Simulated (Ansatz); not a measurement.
Hf₂O₅H₂. Total charge 0; singlet. Geometry r2SCAN-D4/def2-SVP, basis def2-TZVP, Ansatz.

```xyz
9

Hf   -0.6897    2.1140   -0.2037
Hf    0.2178   -0.6725    0.5419
O    -1.7462    0.1920    0.5255
O    -1.1762    0.2035   -0.8795
O     1.2153   -2.1039   -0.3007
O     0.8888    1.1695    0.5529
O    -0.3048    2.9902   -1.7066
H    -0.0883   -1.1568    2.3193
H     1.6833   -2.7360   -0.8491
```

```
run  HOMO (eV)  LUMO (eV)
  A      -6.69      -3.42
  B      -6.59      -3.10
  C      -7.19      -2.89
  D      -7.86      -2.85
  E      -6.30      -3.52
```

In the def2 sets Hf takes a core potential; there is no spin–orbit coupling. The structure holds one bond between oxygen atoms, so isomers without such links may lie far lower. No other spin state of charge 0 was run. Another isomer (singlet) lies 0.75 eV lower at PBE0-D4/def2-TZVP; other spin states weren't run for this one.

Q: The runs used B97M-V, PBE, PBE0, r2SCAN, r2SCANh. Estimate which is which.

A: A B97M-V (0 % exact exchange); B r2SCAN (0 % exact exchange); C r2SCANh (10 % exact exchange); D PBE0 (25 % exact exchange); E PBE (0 % exact exchange). Exact exchange lowers occupied and raises empty levels; among semilocal functionals meta-GGAs tend to open the gap a little, and such runs are hard to tell apart. The gap grows from 2.78 eV (PBE) to 5.02 eV (PBE0).
